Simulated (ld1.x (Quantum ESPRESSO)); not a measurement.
# What one change does to a pseudopotential (Ga, TM)

- Element: Ga (Z = 31)
- Generator: ld1.x (Quantum ESPRESSO) 7.5
- Type: norm-conserving Troullier–Martins (Kleinman–Bylander form)
- Functional: LDA (PZ)
- Relativity: non-relativistic
- Frozen core: [Ar]
- Valence charge: 13
- Reference configuration: 3d10 4s2 4p1
- Partial waves: 4s (bound): rc 2.10 bohr; 4p (bound): rc 1.75 bohr; 3d (bound): rc 1.25 bohr
- Local potential: the d channel
- Core correction: a·sin(br)/r model core inside 0.65 bohr

All-electron outer shells of the reference configuration (LDA (PZ), non-relativistic, ld1.x):

```csv
shell,level (eV),outermost node (bohr),outermost maximum (bohr)
3p,-97.53,0.24,0.57
3d,-20.02,–,0.53
4s,-8.93,0.82,1.92
4p,-2.77,0.88,2.53
```

Change: wave 4p (bound): rc 1.75 bohr becomes 4p (bound): rc 1.20 bohr.

Cutoffs: the cutoffs (Ry, on a coarse ladder) from which the occupation-weighted sum of valence levels, in a spherical-Bessel basis at the reference potential, stays within 10 and 1 mRy of its value at 400 Ry; they do not see the model core or the augmentation charge, which bear on the density cutoff. Errors are all-electron minus pseudo energies relative to the spin-unpolarised reference configuration.

Question: Predict the effect on cutoff, ghosts and configuration errors.

Answer: Both files keep a bound ghost (p, s); of the 9 tests that both files solve, the error grows in 3 and shrinks in 4 by more than 15 % and 0.3 meV (median size 5.6 → 6.6 meV).

```csv
quantity,base,changed
"cutoff, loose",180 Ry,200 Ry
"cutoff, tight",over 300 Ry,over 300 Ry
loose cutoff by channel (10 mRy a level),"s 6 Ry, p 6 Ry, d 160 Ry","s 6 Ry, p 180 Ry, d 160 Ry"
bound ghosts,"s, p","s, p"
"error for 3d10 4s2 4p0, meV [ΔE 5.92 eV]",0.0,+0.3
"error for 3d10 4s1 4p0, meV [ΔE 27.05 eV]",-5.6,+0.7
"error for 3d10 4s0 4p0, meV [ΔE 58.12 eV]",-57,-44
"error for 3d10 4s1 4p1, meV [ΔE 13.04 eV]",-0.9,-6.6
"error for 3d10 4s1 4p2, meV [ΔE 6.32 eV]",-1.4,-7.6
"error for 3d9 4s0 4p0, meV [ΔE 122.77 eV]",-271,-341
"error for 3d9 4s2 4p2, meV [ΔE 21.07 eV]",-323,-265
"error for 3d10 4s2 4p1 (spin-polarised), meV [ΔE -0.13 eV]",+0.3,+0.2
"error for 3d10 4s1 4p0 (spin-polarised), meV [ΔE 26.74 eV]",-9.3,-2.8
s: phases at 2.30 bohr within 0.05 rad from the reference energy up to (Ry; the scan ends near 5),2.2,2.2
p: phases at 2.30 bohr within 0.05 rad from the reference energy up to (Ry; the scan ends near 5),4.4,5.0
d: phases at 2.30 bohr within 0.05 rad from the reference energy up to (Ry; the scan ends near 5),1.0,1.0
```

 A true bound ghost makes a file unfit for plane-wave use even where its test errors are small: the radial tests pick states by their node count and pass the ghost by.
